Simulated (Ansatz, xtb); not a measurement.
## F2H3Si2+: which of two structures lies lower

Structure X: a singlet given by its coordinates. Structure Y: `F[Si+](F)[SiH3]`, a singlet. Both are isolated ions in the gas phase, relaxed with PBE-D3(BJ)/def2-SVP.

X (Å):

```xyz
7

F    -1.4003   -1.8054   -1.2748
F    -0.9238    0.8225   -0.5442
Si   -0.7028   -0.9596   -0.1077
Si    0.9265    0.5043   -0.7240
H    -1.3112   -1.1715    1.2316
H     1.2380    0.6788   -2.1709
H     1.5984    1.3640    0.2918
```

Close contacts (Å): F1–Si3 1.60, F2–Si3 1.85, F2–Si4 1.89, Si3–Si4 2.28, Si3–H5 1.49, Si4–H6 1.49, Si4–H7 1.49.

Y (Å):

```xyz
7

F    -1.6599   -1.7659   -1.4209
F     0.3206   -2.4533    0.1730
Si   -0.4183   -1.2529   -0.5667
Si    0.2273    1.0477   -0.3848
H    -0.1742    1.5611   -1.7288
H     1.6865    0.9136   -0.0969
H    -0.6401    1.4590    0.7642
```

Q: Which of the two would you expect CCSD(T)/def2-TZVP electronic energies to favour?

A: Structure Y; the calculation gives E(Y) − E(X) = −0.646 eV.

The same difference at several levels:

```csv
level,geometry,E(Y) − E(X) (eV),departure from the last row (eV),"job, with rough time for the two"
PBE-D3(BJ)/def2-SVP,PBE-D3(BJ)/def2-SVP,−0.395,+0.251,"optimisation, 1.8 min"
HF/def2-TZVP,PBE-D3(BJ)/def2-SVP,−0.719,−0.072,part of the CCSD(T) run
MP2/def2-TZVP,PBE-D3(BJ)/def2-SVP,−0.621,+0.025,part of the CCSD(T) run
CCSD(T)/def2-TZVP,PBE-D3(BJ)/def2-SVP,−0.646,,"single point, 2.7 min"
```

The levels shown agree on the order. The largest departure from CCSD(T)/def2-TZVP is that of PBE-D3(BJ)/def2-SVP, 0.251 eV. Levels run at GFN2-xTB geometries aren't shown.

With harmonic frequencies from PBE-D3(BJ)/def2-SVP (ideal gas, rigid rotor, one conformer each, 400 K, 1 atm): on the last row, ΔE + ΔZPE = −0.667 eV. A mode under 50 cm⁻¹ makes harmonic enthalpies and free energies unreliable, so none is given.

The correlated steps freeze 12 core orbitals. Run with Ansatz 0.2.0; the last row on 1 thread of AMD EPYC (Zen 3) on a shared host.
